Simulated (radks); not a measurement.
The numbers below are computed, except where a source is named.
Question: All-electron atom: Zr+ in [Kr] 4d2 7p1 (not the ground configuration). Code: a radial shooting solver on a logarithmic mesh with Libxc functionals. Model: Dirac Kohn-Sham, PBE, spin-unpolarised, spherical densities, point nucleus; open shells fill j = l - 1/2 first. Some entries of the table are withheld. Estimate them.

| orbital | occ. | eigenvalue (eV) | <1/r> (bohr^-1) | r(max) (bohr) |
|---|---|---|---|---|
| 1s1/2 | 2 | -17829.50 | 41.26 | 0.02414 |
| 2s1/2 | 2 | -2480.396 | (1) | (2) |
| 2p1/2 | 2 | (3) | 9.315 | 0.1070 |
| 2p3/2 | 4 | (4) | 8.912 | 0.1106 |
| 3s1/2 | 2 | -416.6501 | 3.161 | 0.4084 |
| 3p1/2 | 2 | -338.8974 | 3.055 | 0.3963 |
| 3p3/2 | 4 | -325.2284 | 2.959 | 0.4054 |
| 3d3/2 | 4 | -188.1839 | 2.755 | 0.3459 |
| 3d5/2 | 6 | -185.6870 | 2.730 | 0.3486 |
| 4s1/2 | 2 | -66.5367 | 1.119 | 1.079 |
| 4p1/2 | 2 | -45.7022 | 0.9974 | 1.163 |
| 4p3/2 | 4 | -43.9244 | 0.9713 | 1.189 |
| 4d3/2 | 2 | -15.0259 | 0.6579 | 1.557 |
| 4d5/2 | 0 | -14.8718 | 0.6523 | 1.569 |
| 7p1/2 | 1 | -2.3138 | (5) | 15.10 |
| 7p3/2 | 0 | -2.2890 | (6) | 15.23 |

Answer: 
(1) 2s1/2 <1/r> (bohr^-1): 9.341
(2) 2s1/2 r(max) (bohr): 0.1371
(3) 2p1/2 eigenvalue (eV): -2271.524
(4) 2p3/2 eigenvalue (eV): -2185.663
(5) 7p1/2 <1/r> (bohr^-1): 0.09384
(6) 7p3/2 <1/r> (bohr^-1): 0.09425
